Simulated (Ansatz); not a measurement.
lanthanum atom (La), doublet (typed; the unrestricted solution is spin-contaminated) (core potentials on La).

The Ansatz (a program for electronic structure) input:
Ansatz 0.2 input:
```yaml
crystal:
  periodic: [false, false, false]
  atoms:
    - {symbol: La, position_ang: [0.00000000, 0.00000000, 0.00000000]}
basis:
  gaussian:
    orbitals: def2-TZVP
hamiltonian:
  xc: pbe
magnetization: {spin_polarized: true, initial_magnetization: 1}
```

### Question
What is the computed total energy (PBE/def2-TZVP (Ansatz))?

### Answer
-31.492094 Ha

### Question
Predict the number of basis functions from PBE/def2-TZVP.

### Answer
40

### Question
Give the <S^2> at the level PBE/def2-TZVP.

### Answer
1.374
